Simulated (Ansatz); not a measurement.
Cost and result for the atomization energy of CH₄InN (7 atoms, 6 bonds).

Z-matrix (Å, degrees):
```
C
N 1 1.260
H 1 1.091 2 118.6
H 1 1.093 2 123.9 3 180.0
In 2 2.591 1 126.3 3 -0.1
H 2 1.018 1 114.1 3 -180.0
H 5 1.860 2 81.4 1 -179.8
```

The species carries charge 0 and has multiplicity 1. Correlated methods include outer-core shells of In, which these sets cover unevenly. In: def2 effective core potential. The bonds changed during the relaxation, so this is another structure than the one it started from. Geometry: relaxed with PBE0-D4/def2-TZVP. Program: Ansatz. All runs use 2 threads of an Arm Neoverse V1 on a shared host. Times are those of one run each, without the atoms' runs, and a repeat can differ threefold. Electronic energies, without spin–orbit coupling; frozen cores. CCSD(T)/CBS adds CCSD(T) − MP2 in def2-TZVPP to the MP2 limit, and its time is that of the two runs behind it. T1 = 0.016. With those shells the extrapolation isn't a true limit. B3LYP takes the VWN-RPA correlation (the form of Gaussian; ORCA's B3LYP/G). HSE06 is the plane-wave form, built on full-range PBE exchange.

CCSD(T)/CBS is a level of theory with its own doubt, some kJ/mol a heavy atom from the limit and from the frozen cores, so smaller differences don't rank the functionals.

```csv
level,functions,wall time,atomization (kJ/mol),difference from CCSD(T)/CBS,per bond
revPBE-D4/def2-TZVPP,168,2.2 s,2147.5,-4.7,-0.8
BLYP-D4/def2-TZVPP,168,2.4 s,2179.1,26.9,4.5
CCSD(T)/def2-SVP,74,2.6 s,2026.2,-126.0,-21.0
PBE-D4/def2-TZVPP (with forces),168,2.6 s,2200.0,47.8,8.0
HSE06-D4/def2-TZVPP,168,2.7 s,2142.9,-9.3,-1.6
CAM-B3LYP-D4/def2-TZVPP,168,2.8 s,2165.1,12.9,2.1
B3LYP-D4/def2-TZVPP (with forces),168,3.2 s,2166.3,14.1,2.4
r2SCANh-D4/def2-TZVPP,168,4.2 s,2116.4,-35.8,-6.0
ωB97X-V/def2-TZVPP,168,7.5 s,2154.4,2.2,0.4
B97M-V/def2-TZVPP,168,9 s,2160.9,8.7,1.5
MP2/def2-QZVPP,316,12 s,2130.0,-22.2,-3.7
CCSD(T)/def2-TZVPP,168,45 s,2088.3,-63.9,-10.6
CCSD(T)/CBS(def2),–,57 s,2152.2,0.0,0.0
```

In def2-TZVPP, CCSD(T) changes the Hartree–Fock value by +629.4 kJ/mol (the triples alone add +37.1 kJ/mol) and MP2 by +633.2 kJ/mol; breaking electron pairs costs correlation energy, which Hartree–Fock lacks. The D4 term adds +19.6 kJ/mol with B3LYP and +10.1 kJ/mol with PBE0; it sums over pairs of atoms, weighted by their polarisabilities, and B3LYP, whose exchange is more repulsive, gets the larger term. From BLYP to BHLYP (50 % exact exchange), in def2-TZVPP and without D4, the atomization energy moves by −85.3 kJ/mol: exact exchange takes away binding that semilocal exchange gives to molecules.

Spin–orbit coupling would lower the free In atoms strongly, and the atomization energy with them, by more than many differences here.
